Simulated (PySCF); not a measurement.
These 6 structures share the formula C5H7NO. The calculation used PBE0-D3(BJ)/def2-SVP geometry optimisation, gas phase in PySCF 2.14.0. One conformer each; no zero-point energy, no entropy. No frequencies were run at this level. Point groups hold within 0.08 Å.

Question: Order them by energy at this level, lowest first, and give relative energies in kcal/mol.
A. `[N:1]#[C:2][C@H:3]1[CH2:4][CH2:5][O:6][CH2:7]1` with C2–C3–C4–C5 118°, C3–C4–C5–O6 28°, C4–C5–O6–C7 -44°, C5–O6–C7–C3 41°
B. `[CH2:1]=[N:2][C:3]1=[C:4]([O:5][CH3:6])[CH2:7]1` with C1–N2–C3–C4 -179°, C3–C4–O5–C6 -179°
C. `[CH2:1]=[C:2]=[C:3]([CH3:4])[C:5]([NH2:6])=[O:7]` with C2–C3–C5–N6 1°, C3–C5–N6–H 0° and -179°
D. `CN(C(C#C)=O)C`
E. `[CH3:1][C:2]#[C:3][CH2:4][C:5]([NH2:6])=[O:7]` with C3–C4–C5–N6 14°, C4–C5–N6–H -6° and -179°
F. `[CH2:1]=[CH:2][C:3](=[CH2:4])[NH:5][CH:6]=[O:7]` with C1–C2–C3–C4 180°, C2–C3–N5–C6 180°, C3–N5–C6–O7 0°

Answer: F (0.0), A (0.8), C (1.8), E (4.5), D (25.1), B (65.7).

As drawn, the lowest has a C=O bond, an N–H bond and a C(=O)–N unit, which the highest lacks; the highest has a three-membered ring and a C=N bond, which the lowest lacks. Neighbours under 2.5 kcal/mol apart (C=CC(=C)NC=O and N#C[C@H]1CCOC1; N#C[C@H]1CCOC1 and C=C=C(C)C(N)=O) can change places with a better method, another conformer or zero-point energy.

```tsv
SMILES	E (Eh)	E rel (kcal/mol)	dipole (D)	point group	A, B, C (MHz)
C=CC(=C)NC=O	-324.08540	0.0	3.49	Cs	5944, 1746, 1350
N#C[C@H]1CCOC1	-324.08418	0.8	2.93	C1	6156, 1918, 1651
C=C=C(C)C(N)=O	-324.08256	1.8	3.57	–	3950, 2222, 1449
CC#CCC(N)=O	-324.07823	4.5	4.21	C1	8137, 1199, 1064
C#CC(=O)N(C)C	-324.04533	25.1	3.79	Cs	4436, 2210, 1503
C=NC1=C(OC)C1	-323.98069	65.7	2.77	near Cs	10298, 1342, 1206
```

As an exercise, what shares would exp(−E/RT) give at 298.15 K from these electronic energies alone (no entropy, no degeneracies)?

RT = 0.592 kcal/mol: C=CC(=C)NC=O 75.5 %, N#C[C@H]1CCOC1 20.7 %, C=C=C(C)C(N)=O 3.7 %, CC#CCC(N)=O under 0.1 %, C#CC(=O)N(C)C under 0.1 %, C=NC1=C(OC)C1 under 0.1 %.
